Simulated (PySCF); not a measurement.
## Electron correlation in N+ (nitrogen, charge +1)

[He] 2s1 2p3, high-spin 5S determinant (an excited configuration). Calculation: PySCF 2.14, in aug-cc-pCVTZ-DK (7s6p4d2f, 59 functions); the spin-free X2C one-electron Hamiltonian (Gaussian nucleus). Frozen: 1s2; 4 electrons correlated.

MP2 pair energies summed by pair of shells (mhartree):

```
 pair  energy  share (%)
2p-2p  -22.57       79.5
2s-2p   -5.82       20.5
```

Total MP2 correlation energy: -28.39 mhartree.

Same-spin part -28.39 and opposite-spin part 0.00 mhartree; SCS-MP2 scales them by 1/3 and 6/5 to -9.46 mhartree.
